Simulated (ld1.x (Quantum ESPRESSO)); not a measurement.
Before and after: ultrasoft potential for P (Z = 15)

* Element: phosphorus (P)
* Generator: ld1.x (Quantum ESPRESSO) 7.5
* Type: ultrasoft
* Functional: PBE
* Relativity: scalar-relativistic
* Frozen core: [Ne]
* Valence charge: 5
* Reference configuration: 3s1 3p4
* Partial waves: 3s (bound): rcut 1.65, rcutus 2.00 bohr; 3s channel at 1.25 Ry: rcut 1.65, rcutus 2.00 bohr; 3p (bound): rcut 1.45, rcutus 1.90 bohr; 3p channel at 0.65 Ry: rcut 1.45, rcutus 1.90 bohr
* Local potential: all-electron potential smoothed inside 1.80 bohr (lloc = -1)
* Core correction: Bessel-smoothed model core, default radius (core density twice the valence density)
* Augmentation charge: built from norm-conserving waves at rcut, not smoothed further

All-electron outer shells of the reference configuration (PBE, scalar-relativistic, ld1.x):

```csv
shell,level (eV),outermost node (bohr),outermost maximum (bohr)
2s,-175.53,0.14,0.42
2p,-126.02,–,0.36
3s,-14.68,0.65,1.58
3p,-6.07,0.64,1.81
```

Change: augmentation PSQ, radius 1.60 bohr.

Cutoffs: the cutoffs (Ry, on a coarse ladder) from which the occupation-weighted sum of valence levels, in a spherical-Bessel basis at the reference potential, stays within 10 and 1 mRy of its value at 400 Ry; they do not see the model core or the augmentation charge, which bear on the density cutoff. Errors are all-electron minus pseudo energies relative to the spin-unpolarised reference configuration.

Problem. Predict the effect on cutoff, ghosts and configuration errors.

Solution. The potential gets neither clearly harder nor softer (15 Ry and 21 Ry → 15 Ry and 21 Ry); the number of tests with a reliable result goes from 7 to 6 (the test run of the changed file stopped, so its transferability is not established); of the 6 tests that both files solve, the error grows in 1 and shrinks in 3 by more than 15 % and 0.3 meV (median size 0.8 → 0.5 meV); neither file shows a bound ghost.

| quantity | base | changed |
| --- | --- | --- |
| cutoff, loose | 15 Ry | 15 Ry |
| cutoff, tight | 21 Ry | 21 Ry |
| bound ghosts | none | none |
| tests with a reliable result | 7 of 7 | 6 of 7 (the test run stopped) |
| error for 3s2 3p3, meV [ΔE -8.53 eV] | -0.4 | +0.5 |
| error for 3s2 3p2, meV [ΔE 1.20 eV] | -0.1 | +0.5 |
| error for 3s2 3p1, meV [ΔE 20.34 eV] | +7.6 | +1.6 |
| error for 3s2 3p0, meV [ΔE 50.08 eV] | +37 | +8.8 |
| error for 3s2 3p2.5, meV [ΔE -4.76 eV] | -0.7 | +0.5 |
| error for 3s0 3p5, meV [ΔE 8.67 eV] | -0.9 | +0.1 |
| s: phases at 2.19 bohr within 0.05 rad from the reference energy up to (Ry; the scan ends near 5) | 4.0 | 4.1 |
| p: phases at 2.19 bohr within 0.05 rad from the reference energy up to (Ry; the scan ends near 5) | 5.0 | 4.9 |
| lowest overlap eigenvalue by channel | s 0.44, p 0.78 | s 0.44, p 0.81 |
